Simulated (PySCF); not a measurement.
TDDFT excited states: C4H9FOSi2

Species: C4H9FOSi2.
SMILES: `F[Si@H]1C=C([SiH3])OCC1`

Theory: TDDFT wB97X-D/def2-SVPD, vertical, gas phase, core orbitals frozen in the response (PySCF). Geometry: GFN2-xTB, one conformer, isolated molecule.

Question: What does the calculation give for the low-lying excited states?

Answer: 

| state | E (eV) | E (hartree) | f | \|μ\| (D) | main configurations (H = HOMO, L = LUMO) |
| --- | --- | --- | --- | --- | --- |
| S1 | 5.77 | 0.2122 | 0.174 | 2.82 | H→L (90%) |
| S2 | 6.33 | 0.2325 | 0.059 | 1.57 | H-1→L (82%) |
| S3 | 6.86 | 0.2522 | 0.013 | 0.72 | H→L+1 (83%) |
| S4 | 6.96 | 0.2559 | 0.023 | 0.93 | H-2→L (82%), H-1→L (9%) |
| S5 | 7.55 | 0.2774 | 0.023 | 0.89 | H→L+2 (43%), H→L+4 (33%), H→L+6 (9%) |
| S6 | 7.91 | 0.2909 | 0.0094 | 0.56 | H→L+6 (72%), H→L+4 (11%) |
| S7 | 7.98 | 0.2931 | 0.024 | 0.90 | H→L+3 (42%), H→L+4 (26%), H→L+2 (9%) |
| S8 | 8.09 | 0.2972 | 0.040 | 1.13 | H-3→L (30%), H-4→L (23%), H→L+3 (10%) |

Triplets (Tamm–Dancoff): T1 3.98 eV, H→L (90%); T2 5.69 eV, H-1→L (74%), H-2→L (20%); T3 6.73 eV, H-2→L (69%), H-1→L (20%).

The lowest singlet comes at 215 nm (557 kJ/mol) in the ultraviolet; it is strong; its leading configuration is HOMO→LUMO (90%). The lowest level is also the most intense of those listed (f = 0.174). Löwdin shares by element: HOMO carbon 55% or more, oxygen 25%, silicon 4% or more (atoms not listed hold the other 15%); LUMO carbon 50% or more, silicon 23% (atoms not listed hold the other 27%). Weighted by f, the mean energy of these states is 6.54 eV. Orbital energies (eV): HOMO-3 -11.50, HOMO-2 -10.62, HOMO-1 -10.18, HOMO -9.08, LUMO 0.95, LUMO+1 1.93, LUMO+2 2.29. Of the 8 states listed, 7 reach f = 0.01 and none stays under 0.0005. The window holds the lowest 8 singlets.
